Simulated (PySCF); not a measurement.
Radial density of Ni (nickel, neutral)

UHF, [Ar] 3d10, closed-shell 1S (an excited configuration). Calculation: PySCF 2.14, in aug-cc-pVTZ-DK; scalar relativity by spin-free X2C-1e.

```tsv
r (bohr)	4πr²ρ (e/bohr)
0.000960	0.2572
0.00161	0.6442
0.00271	1.580
0.00457	3.736
0.00768	8.318
0.0129	16.64
0.0217	27.67
0.0365	34.03
0.0615	29.00
0.103	28.87
0.174	38.44
0.293	22.29
0.492	18.00
0.828	17.47
1.39	5.287
2.34	1.033
3.94	0.1381
6.63	0.004549
11.1	2.768e-05
```

Densities and radii are taken from the X2C orbitals without a picture-change correction, which distorts them close to the nucleus.
